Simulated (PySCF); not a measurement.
**Magnetisability: SMILES [SiH3]N([SiH2]C)[SiH2]P, CH12NPSi3**

Molfile (atoms numbered from 1):
```
CH12NPSi3
     RDKit          3D

 18 17  0  0  0  0  0  0  0  0999 V2000
   -2.5188    0.7447    0.8940 C   0  0  0  0  0  0  0  0  0  0  0  0
   -1.8772   -0.7094   -0.0928 Si  0  0  0  0  0  4  0  0  0  0  0  0
   -0.1165   -0.6966   -0.1893 N   0  0  0  0  0  0  0  0  0  0  0  0
    0.7972   -1.9920    0.5570 Si  0  0  0  0  0  4  0  0  0  0  0  0
    0.7012    0.6436   -0.9606 Si  0  0  0  0  0  4  0  0  0  0  0  0
    1.3359    2.1395    0.6174 P   0  0  0  0  0  0  0  0  0  0  0  0
   -3.6153    0.7021    0.9884 H   0  0  0  0  0  0  0  0  0  0  0  0
   -2.0795    0.7492    1.9032 H   0  0  0  0  0  0  0  0  0  0  0  0
   -2.2556    1.6968    0.4069 H   0  0  0  0  0  0  0  0  0  0  0  0
   -2.2450   -2.0024    0.5665 H   0  0  0  0  0  0  0  0  0  0  0  0
   -2.4609   -0.6898   -1.4701 H   0  0  0  0  0  0  0  0  0  0  0  0
    0.4529   -2.1367    2.0050 H   0  0  0  0  0  0  0  0  0  0  0  0
    0.5492   -3.3052   -0.1125 H   0  0  0  0  0  0  0  0  0  0  0  0
    2.2479   -1.6490    0.4395 H   0  0  0  0  0  0  0  0  0  0  0  0
    1.8523    0.1472   -1.7746 H   0  0  0  0  0  0  0  0  0  0  0  0
   -0.2763    1.3346   -1.8585 H   0  0  0  0  0  0  0  0  0  0  0  0
    2.2088    2.8605   -0.2561 H   0  0  0  0  0  0  0  0  0  0  0  0
    2.3778    1.2935    1.1102 H   0  0  0  0  0  0  0  0  0  0  0  0
  1  2  1  0
  2  3  1  0
  3  4  1  0
  3  5  1  0
  5  6  1  0
  1  7  1  0
  1  8  1  0
  1  9  1  0
  2 10  1  0
  2 11  1  0
  4 12  1  0
  4 13  1  0
  4 14  1  0
  5 15  1  0
  5 16  1  0
  6 17  1  0
  6 18  1  0
M  END
```

Theory: PySCF 2.14.0, GIAO B3LYP/pcSseg-1 magnetisability, rotational g tensor and spin-rotation constants, non-relativistic, gas phase. Geometry: PBE0-D3(BJ)/def2-SVP.

(1) How diamagnetic is it, and how anisotropic?

(2) Split it along the inertial axes a, b, c into diamagnetic and paramagnetic parts about the centre of mass, with the quadrupole moment.

(3) And the rotational g tensor?

## Answers

(1) Isotropic -1574 × 10⁻³⁰ J/T², or -94.8 × 10⁻⁶ cm³/mol; principal values -1627, -1567, -1529 × 10⁻³⁰ J/T², anisotropy 85 × 10⁻³⁰ J/T² (root of half the summed squared differences of the principal values). The susceptibility is in cgs units.

(2) 
| axis | χ (10⁻⁶ cm³/mol) | diamagnetic (10⁻⁶ cm³/mol) | paramagnetic (10⁻⁶ cm³/mol) | summed x² of all electrons (Å²) | quadrupole Θ (D Å) |
| --- | --- | --- | --- | --- | --- |
| a | -96.0 | -948.9 | 852.8 | 233.8 | +0.46 |
| b | -94.9 | -1254.4 | 1159.5 | 161.7 | +1.34 |
| c | -93.5 | -1678.0 | 1584.5 | 61.9 | -1.80 |

Anisotropies 2χaa − χbb − χcc = -3.6 and 2χbb − χaa − χcc = -0.3 × 10⁻⁶ cm³/mol. Θ is traceless in Buckingham's convention.

(3) 
```tsv
axis	rotational constant (GHz)	g	nuclear part	electronic part
a	1.5648	-0.0245	0.6024	-0.6269
b	1.0720	-0.0176	0.5663	-0.5839
c	0.7828	-0.0127	0.5700	-0.5827
```
Asymmetric top; isotopes 12C, 1H, 14N, 31P, 28Si; no vibrational averaging.
